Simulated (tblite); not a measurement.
Compound: C7H4F2O2.
Cartesian coordinates in Å at the GFN2-xTB level; atoms count from 1:
```xyz
15
C7H4F2O2 angstrom
O     -1.4600   -2.5153   -1.0217
C     -1.1038   -1.4472   -0.5734
C     -2.0672   -0.4498   -0.0730
C     -1.6544    0.7205    0.4208
F     -2.5285    1.6208    0.8735
C     -0.2276    1.1276    0.5140
O      0.1227    2.1933    0.9672
C      0.7275    0.1129    0.0026
C      2.1671    0.5168    0.0916
F      2.9985   -0.4505   -0.3940
C      0.3164   -1.0614   -0.4929
H     -3.1164   -0.7037   -0.1208
H      2.3456    1.4295   -0.4900
H      2.4486    0.7036    1.1351
H      1.0270   -1.7892   -0.8609
```

Calculated harmonic vibrations of the isolated species, GFN2-xTB (tblite), most abundant isotopes, no scaling. This tight-binding method is rough: wavenumbers can miss measured ones by several per cent, in bad cases by 10 to 20. One conformer, not necessarily the lowest.

Harmonic wavenumbers (cm⁻¹): 47.5, 72.9, 133.3, 159.7, 187.3, 278.7, 283.7, 311.7, 390.6, 419.5, 429.0, 475.3, 593.7, 627.5, 668.0, 737.6, 793.2, 843.7, 896.2, 927.4, 949.4, 959.8, 1076.5, 1149.8, 1170.8, 1181.5, 1227.2, 1249.8, 1276.5, 1321.1, 1405.8, 1637.6, 1657.3, 1697.1, 1709.6, 2918.3, 2935.6, 3082.8, 3094.0.

A = 1398, B = 985.4, C = 580.2 MHz; mass 158.018 u (most abundant isotopes); point group Cs, symmetry number 1.

Problem. Zero-point energy?

Solution. ½Σν̃ = 20488 cm⁻¹ = 245.09 kJ/mol.

Problem. What is S at 200 K and 1 bar for an ideal gas of classical rigid rotors and harmonic oscillators?

Solution. Translation 163.70, rotation 122.11, vibration 73.84: S = 359.6 J/(mol K).

Problem. And Cp and H(200 K) − H(0)?

Solution. Cp = 116.68 J/(mol K), of which vibrations give 83.43 (their classical limit is 39 R = 324.3); H(200 K) − H(0) = 14.87 kJ/mol without the zero-point energy, 8.22 from vibrations.

Problem. What must be added to the electronic energy to get the Gibbs energy at 200 K and 1 bar?

Solution. ZPE + [H(200 K) − H(0)] − T·S = 245.09 + 14.87 − 71.93 = 188.03 kJ/mol.

Problem. How do the functions run with temperature in this model?

Solution. 
```tsv
T (K)	S (J/(mol K))	Cp (J/(mol K))	H − H(0) (kJ/mol)	G − H(0) (kJ/mol)	ln q(vib)
100	294.6	75.1	5.24	-24.22	1.53
300	414.3	155.1	28.48	-95.82	6.42
500	509.1	217.5	66.14	-188.43	11.29
800	624.6	272.1	140.48	-359.21	18.08
1000	687.8	293.3	197.15	-490.60	22.19
```

q(vib) and H(0) count from the zero-point level.

Hindered rotation and anharmonicity are outside this model. Other conformers, if any are populated, would add a mixing term that is left out.
